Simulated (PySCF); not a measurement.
## Spinor energies of Ba⁴⁷⁺ (barium, charge +47)

Start: [He] 2s2 2p5; 2p1/2 filled at m_j = +1/2; 2p3/2 filled at m_j = -3/2, -1/2, +1/2, +3/2. Calculated with PySCF 2.14 in an even-tempered Gaussian basis (17 s from 26 bohr⁻², ratio 2.4; 13 p from 34 bohr⁻², ratio 2.4; 5 d from 120 bohr⁻², ratio 2.6; 4 f from 180 bohr⁻², ratio 2.6): generalised Hartree-Fock with the X2C-1e Hamiltonian and a Gaussian nucleus; one run each with spin-orbit coupling (SO) screened by Boettger's factors, then bare. This is a chosen level, not necessarily the ground level.

```tsv
spinor shell	electrons	ε, screened SO (eV)	ε, bare SO (eV)	weight of nominal j (bare SO)	rms radius, bare SO (bohr)
1s1/2	2	-41197.7	-41197.9	1.000	0.0292
2s1/2	2	-9275.1	-9275.2	1.000	0.115
2p1/2	1	-9005.8	-9017.5	1.000	0.0987
2p3/2	4	-8585.1	-8580.8	1.000	0.104
```

```json
{"quantity": "E (hartree)", "screened SO": "-5698.52219", "bare SO": "-5698.30484"}
{"quantity": "M_J", "screened SO": "1/2", "bare SO": "1/2"}
{"quantity": "⟨J²⟩", "screened SO": "0.750", "bare SO": "0.750"}
{"quantity": "⟨L²⟩", "screened SO": "2.005", "bare SO": "2.006"}
{"quantity": "⟨S²⟩", "screened SO": "0.755", "bare SO": "0.755"}
```

Each row is a mean over spinors that exchange with the open shell spreads, by up to 15.583 eV (2p3/2).

Breit and QED terms are absent; they matter most for the inner s and p1/2 levels.

Densities and radii are taken from the X2C orbitals without a picture-change correction, which distorts them close to the nucleus.
